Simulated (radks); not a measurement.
The numbers below are computed, except where a source is named.
Ionisation of B3+, [He], to B4+, 1s1, under several functionals. Scalar-relativistic Kohn-Sham, spin-polarised, spherical densities, point nucleus; open shells are filled with parallel spins first; a radial shooting solver on a logarithmic mesh with Libxc functionals.

| functional | E(B3+) (hartree) | Exc (hartree) | IE (eV) | -e(HOMO) (eV) | <r> HOMO (bohr) | IE error (eV) |
|---|---|---|---|---|---|---|
| exchange-only LDA | -21.58693 | -2.46451 | 253.17 | 226.85 | 0.3290 | -6.2 |
| RPBE | -22.03819 | -2.94098 | 259.42 | 231.69 | 0.3261 | 0.0 |
| exchange-only PBE | -21.94267 | -2.84102 | 257.70 | 230.48 | 0.3267 | -1.7 |
| revPBE | -22.03141 | -2.93393 | 259.33 | 231.61 | 0.3261 | 0.0 |
| BP86 | -22.02980 | -2.93385 | 259.67 | 231.70 | 0.3257 | +0.3 |
| XLYP | -22.04518 | -2.94740 | 259.72 | 232.16 | 0.3263 | +0.3 |
| OLYP | -22.03242 | -2.93633 | 259.52 | 231.84 | 0.3261 | +0.1 |

NIST Atomic Spectra Database: 259.37 eV (theoretical). Closest: revPBE. The Delta-SCF values span 6.56 eV, the total energies 0.46 hartree. The highest occupied level is 1s.
